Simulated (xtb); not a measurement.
ClCu, charge -1, doublet, at a GFN2-xTB geometry (such geometries of metal compounds can be far from the true shape) (the multiplicity is a formal guess). Base run: GFN2-xTB in xtb.

Geometry (Å):
```xyz
2

Cu     0.0000     0.0000    -0.7894
Cl     0.0000     0.0000     1.3466
```
Charge -1, spin multiplicity 2.
All else is at xtb's defaults.
Base energy -8.57477 Eh.

Each row names what was changed in the base input (with any setting that the change needs).

```
change           ΔE vs base (kcal/mol)  G_solv (kcal/mol)  SCF cycles
---------------  ---------------------  -----------------  ----------
base                             0.000                  -          19
alpb = methanol                 -55.83             -55.99          16
alpb = hexane                   -36.94             -37.00          17
etemp = 10000                   -43.36                  -          16
etemp = 1000                    -0.183                  -          18
acc = 30                         0.000                  -          15
```

ALPB and GBSA are two models with their own fitted parameters for each solvent, which aren't always the measured dielectric constant.
